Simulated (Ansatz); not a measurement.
Computed with Ansatz on PBE0-D4/def2-TZVP structures; ΔE is electronic, products minus reactants. CCSD(T)/CBS adds triple-zeta CCSD(T) − MP2 to the extrapolated MP2 energy (def2 sets, frozen cores). Functionals use def2-TZVPP. For Ge outer-core shells are correlated without core-valence functions, which leaves a few kJ/mol of doubt a bond. Scalar relativity is left out up to krypton. Each species was taken in one conformer, which may not be the lowest.

`[OH][Ge]([OH])([F])[SiH3]` + `[AlH2][SiH2]Cl` → `[AlH2][SiH]([SiH3])Cl` + `[OH][GeH]([OH])[F]`  (formal exchange of groups at the Si–Ge bond)

`[OH][Ge]([OH])([F])[SiH3]`:

Z-matrix (Å, degrees):
```
Ge
O 1 1.758
F 1 1.747 2 108.8
O 1 1.768 2 107.2 3 -111.0
Si 1 2.379 2 110.1 3 120.5
H 2 0.962 1 112.3 3 77.0
H 4 0.961 1 111.7 2 131.1
H 5 1.483 1 107.9 2 -176.2
H 5 1.482 1 108.5 2 -56.2
H 5 1.482 1 108.3 2 64.2
```

`[AlH2][SiH2]Cl`:

```xyz
7

Al   -1.073   -0.958   -0.002
Si    0.883    0.523   -0.145
Cl    0.280    2.132    1.042
H    -1.175   -2.011    1.180
H    -2.269   -0.778   -1.027
H     1.202    1.080   -1.487
H     2.152    0.013    0.440
```

`[AlH2][SiH]([SiH3])Cl`:

```xyz
10

Al    0.911    0.993   -1.837
Si   -0.827    0.226   -0.280
Si    0.016   -1.018    1.517
Cl   -1.861    1.848    0.521
H     1.264    2.533   -1.962
H     1.700   -0.092   -2.688
H    -1.840   -0.624   -0.971
H    -1.068   -1.401    2.459
H     1.034   -0.216    2.249
H     0.671   -2.248    0.992
```

`[OH][GeH]([OH])[F]`:

```xyz
7

O     0.948    1.048    0.428
Ge   -0.237   -0.245    0.301
O     0.273   -1.340   -0.962
F    -1.709    0.552   -0.158
H     0.538    1.912    0.525
H    -0.495   -1.042    1.571
H     0.681   -0.886   -1.705
```

```json
{"species": "`[OH][Ge]([OH])([F])[SiH3]`", "LC-ωPBE energy (Eh)": "-2619.52200"}
{"species": "`[AlH2][SiH2]Cl`", "LC-ωPBE energy (Eh)": "-994.27823"}
{"species": "`[AlH2][SiH]([SiH3])Cl`", "LC-ωPBE energy (Eh)": "-1284.89378"}
{"species": "`[OH][GeH]([OH])[F]`", "LC-ωPBE energy (Eh)": "-2328.90364"}
```

(1) Work out ΔE.

Largest T1 diagnostic among the species: 0.013.

Answers

(1) ΔE = (-1284.89378) + (-2328.90364) − (-2619.52200) − (-994.27823) = 0.00281 Eh = +7.4 kJ/mol. CCSD(T)/CBS gives +9.5 kJ/mol.

From BLYP to BHLYP (50 % exact exchange), in def2-TZVPP and without D4, ΔE moves by −3.7 kJ/mol. At CCSD(T), def2-SVP lies −6.1 kJ/mol from the extrapolated value and def2-TZVPP −1.4 kJ/mol. In def2-TZVPP, CCSD(T) changes the Hartree–Fock value by −3.7 kJ/mol (the triples alone add −0.9 kJ/mol) and MP2 by −3.6 kJ/mol.
